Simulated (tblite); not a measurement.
Problem. Give a GFN2-xTB geometry of `C(/C(CN=C)=N/[H])=[C]/[H]` [radical]. (Doublet state.)

Solution. 
```xyz
14
C5H7N2 angstrom
C     -2.5559    1.0024   -1.0153
C     -1.3837    0.4640   -0.8809
C     -0.8556   -0.1689    0.3516
N     -1.5193   -0.1507    1.4178
C      0.5061   -0.8309    0.1738
N      1.3538   -0.0349   -0.6514
C      2.4539    0.3829   -0.2266
H     -3.4224    1.1633   -0.4168
H     -0.6679    0.4448   -1.6952
H     -1.0936   -0.6050    2.2217
H      0.3276   -1.7757   -0.3545
H      0.9417   -1.0512    1.1650
H      2.8599    0.1604    0.7672
H      3.0548    0.9988   -0.8785
```

Any rigid rotation of these coordinates is as good. Atoms count from 1 in this order. C3 (carbon bonded to 2 C and N) is planar (angles 125.3°, 120.7° and 114.0°, sum 360.0°, 0.01 Å off the plane of its three neighbours). Of the pairs four or more bonds apart, N6···H9 is among the closest relative to their van der Waals radii: 2.33 Å, 85 % of the sum of Bondi's values. C1 (carbon bonded to C and H) is bent (angle 137.7°). C2 (carbon bonded to 2 C and H) is planar (angles 125.8°, 121.7° and 112.4°, sum 360.0°, 0.00 Å off the plane of its three neighbours).

Bonds between heavy atoms (Å): C1=C2 1.297, C2–C3 1.483, C3=N4 1.256, C3–C5 1.524, C5–N6 1.426, N6=C7 1.251.

Computed geometry: GFN2-xTB, gas phase. This method treats the open shell by occupation alone, without spin polarisation.

Point group: C1 (no symmetry element, even within 0.4 Å). Its GFN2-xTB frequencies are all real (lowest 43 cm⁻¹). Torsions: C1–C2–C3–N4 -4°, C2–C3–C5–N6 40°, C3–C5–N6–C7 121°.

One conformer stands for the species.
